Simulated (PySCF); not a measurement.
Structure problem from calculated spectra and properties.

Formula: C4H4BF5O2.

* Couplings: largest of the computed one-bond spin–spin couplings (means over like bonds): 19F–13C -348.6 (×3), 19F–13C -308.7, 19F–13C -306.3, 11B–1H +200.6, 13C–1H +198.6, 13C–1H +160.9, 13C–1H +159.1, 17O–11B +3.5 Hz [B3LYP/pcJ-1, spin–dipole term left out for some pairs]
* Rotational structure: rotational constants A, B, C: 1.187, 1.022, 0.736 GHz [PBE0-D3(BJ)/def2-SVP]
* UV, first state: lowest singlet excitation: 8.34 eV (149 nm, f = 0.034) [TDDFT CAM-B3LYP/def2-SVPD]
* 1H NMR: chemical shifts (computed TMS as zero) by class: 6.06 (1 H), 4.56 (1 H), 4.30 (1 H), 4.28 (1 H) ppm [GIAO PBE0/pcSseg-1]
* Triplet: lowest triplet excitation (Tamm–Dancoff): 7.32 eV [TDA CAM-B3LYP/def2-SVPD]
* Polarisability: 66.8 au [CAM-B3LYP/def2-SVPD]
* 13C NMR: chemical shifts (computed TMS as zero) by class: 128.4 (1 C), 114.8 (1 C), 82.8 (1 C), 67.3 (1 C) ppm [GIAO PBE0/pcSseg-1]
* Dipole: 0.34 D [CAM-B3LYP/def2-SVPD]

Electronic properties: PySCF, gas phase, density fitting. Levels stand in brackets. The structure is a single PBE0-D3(BJ)/def2-SVP conformer in the gas phase; no vibrational or solvent corrections. NMR values are class means; diastereotopic atoms form classes of their own.

Question: What is the compound? Reason from the data.

Answer: Numbering: `[F:1][CH:2]([F:3])[C@:4]1([C:5]([F:6])([F:7])[F:8])[CH2:9][O:10][BH:11][O:12]1`. 4 carbons fall into 4 classes; from least to most shielded: CF3 carbon [C5] (128.4 ppm), CHF2 carbon [C2] (114.8 ppm), ring sp3 carbon bound to oxygen [C4] (82.8 ppm), ring sp3 carbon bound to oxygen [C9] (67.3 ppm). Hydrogen classes from least to most shielded: 1 H on a CHF2 carbon, C2 (6.06 ppm), 1 H on an sp3 carbon bound to oxygen, C9 (4.56 ppm), 1 H on an sp3 carbon bound to oxygen, C9 (4.30 ppm), 1 H on a three-coordinate boron, B11 (4.28 ppm). The couplings run between: -348.6 Hz, fluorine of a CF3 group [F6] and CF3 carbon [C5] (with 2 like pairs); -308.7 Hz, fluorine of a CF2 group [F1] and CHF2 carbon [C2]; -306.3 Hz, fluorine of a CF2 group [F3] and CHF2 carbon [C2]; +200.6 Hz, three-coordinate boron [B11] and its hydrogen; +198.6 Hz, CHF2 carbon [C2] and its hydrogen; +160.9 Hz, sp3 carbon bound to oxygen [C9] and its hydrogen; +159.1 Hz, sp3 carbon bound to oxygen [C9] and its hydrogen; +3.5 Hz, boron-bound oxygen [O12] and three-coordinate boron [B11]. The optimised geometry has point group C1 and is an asymmetric top. Structure: `FC([C@@]1(COBO1)C(F)(F)F)F`. The assignments are read from this structure; whether some other isomer fits the data as well wasn't checked. The mirror image fits equally.

Shape of the structure used: `[F:1][CH:2]([F:3])[C@:4]1([C:5]([F:6])([F:7])[F:8])[CH2:9][O:10][BH:11][O:12]1`: F1–C2–C4–C5 -179°, C2–C4–C5–F6 52°.
